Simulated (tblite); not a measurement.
OSe (SMILES O=[Se]), triplet, geometry from GFN2-xTB; IPEA1-xTB run with tblite.

The tblite input:
```
$ tblite run mol.xyz --method ipea1 --charge 0 --spin 2 --json tblite.json --no-restart

# file mol.xyz
2

O     -0.00000000    -0.00000000    -1.29850896
Se     0.00000000     0.00000000     0.30553152
```

### Question
Predict the main parts of the log of this tblite run.

### Answer

```
xTB calculator
 | screened Coulomb repulsion
 | Coulomb electrostatics
 |  * isotropic Klopman-Ohno-Mataga-Nishimoto electrostatics
 |  * onsite third-order electrostatics
 | DFT-D3(BJ) dispersion correction

halogen bonding energy    0.0000000000000E+00 Eh
repulsion energy          1.5117028689933E-02 Eh
dispersion energy        -2.1862404501241E-04 Eh
number of electrons       1.2000000000000E+01 e
integral cutoff           4.0000000000000E+01 bohr

------------------------------------------------------------
  cycle        total energy    energy error   density error
------------------------------------------------------------
      1     -7.737114620047  -7.7520130E+00   6.6141848E-01
      2     -7.647244935241   8.9869685E-02   6.8284211E-01
      3     -7.946810662785  -2.9956573E-01   3.8674971E-01
      4     -8.063084731522  -1.1627407E-01   2.3840611E-02
      5     -8.063411980211  -3.2724869E-04   2.6427937E-02
      6     -8.063967475150  -5.5549494E-04   1.0724915E-03
      7     -8.063967319280   1.5587003E-07   4.1603155E-04
      8     -8.063967421784  -1.0250401E-07   3.3426621E-04
      9     -8.063967520539  -9.8755256E-08   8.3691860E-06
------------------------------------------------------------

electronic energy        -8.0788659251837E+00 Eh
total energy             -8.0639675205388E+00 Eh

Post processing:
 | Mayer-Wiberg bond orders

[Info] JSON dump of results written to 'tblite.json'
```
